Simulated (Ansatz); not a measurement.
Geometry optimisation, RKS r2SCAN-D4/6-31G (Ansatz 0.2.0).

Input file:

```yaml
crystal:
  periodic: [false, false, false]
  atoms:
    - { symbol: B, position_ang: [-1.1958, 1.17, 1.3492] }
    - { symbol: S, position_ang: [-1.9156, 0.3945, -0.2219] }
    - { symbol: Si, position_ang: [0.0211, 0.1132, -1.0551] }
    - { symbol: C, position_ang: [1.0342, -1.1961, -0.0809] }
    - { symbol: Cl, position_ang: [-0.1135, -0.5009, -3.0557] }
    - { symbol: H, position_ang: [-0.9727, 0.5721, 2.278] }
    - { symbol: H, position_ang: [-1.0569, 2.3868, 1.372] }
    - { symbol: H, position_ang: [0.848, 1.3894, -0.9906] }
    - { symbol: H, position_ang: [1.0857, -0.8641, 1.0181] }
    - { symbol: H, position_ang: [0.3814, -2.1499, -0.0843] }
    - { symbol: H, position_ang: [1.9494, -1.372, -0.5082] }
basis:
  gaussian: { orbitals: "6-31G" }
hamiltonian:
  xc: r2scan
  dispersion: d4
relax:
  f_tol: 0.015
  max_steps: 40
```

Command:

```bash
$ ansatz run input.yaml --threads 1 --pin off --max-ram 2048MiB --backend cpu --events-out ev --progress --plain --runs-dir out
```

Problem. Where does it end, and by what steps?

Solution. The forces met the threshold. Limits of this set-up: no polarisation functions. After 37 steps the energy has fallen by 1.307 eV; H6 moved furthest, 2.07 Å.

| step | energy less start (eV) | largest force component (eV/Å) | accepted |
| --- | --- | --- | --- |
| 0 | 0.0000 | 4.394 | yes |
| 2 | -0.5005 | 0.430 | yes |
| 4 | -0.5502 | 0.178 | yes |
| 6 | -0.7100 | 0.389 | yes |
| 8 | -1.0035 | 0.703 | yes |
| 10 | -1.0918 | 1.308 | no |
| 12 | -1.2099 | 0.174 | yes |
| 14 | -1.2585 | 0.291 | yes |
| 16 | -1.2686 | 0.069 | yes |
| 18 | -1.2720 | 0.114 | yes |
| 20 | -1.2761 | 0.089 | yes |
| 22 | -1.2814 | 0.258 | yes |
| 24 | -1.2806 | 0.253 | no |
| 26 | -1.2947 | 0.029 | yes |
| 28 | -1.2905 | 0.343 | no |
| 30 | -1.3039 | 0.094 | yes |
| 32 | -1.3052 | 0.122 | yes |
| 34 | -1.3068 | 0.032 | yes |
| 36 | -1.3071 | 0.018 | yes |
| 37 | -1.3071 | 0.014 | yes |

```xyz
11
Properties=species:S:1:pos:R:3
B -1.765 1.618 1.292
S -1.273 -0.120 1.035
Si 0.340 0.003 -0.524
C 1.372 -1.577 -0.439
Cl -0.564 0.121 -2.518
H -2.625 1.797 2.093
H -1.236 2.499 0.687
H 1.088 1.287 -0.339
H 1.865 -1.653 0.537
H 0.731 -2.455 -0.576
H 2.134 -1.577 -1.226
```

Time of the run: 2.4 min on 1 CPU thread of a shared host.
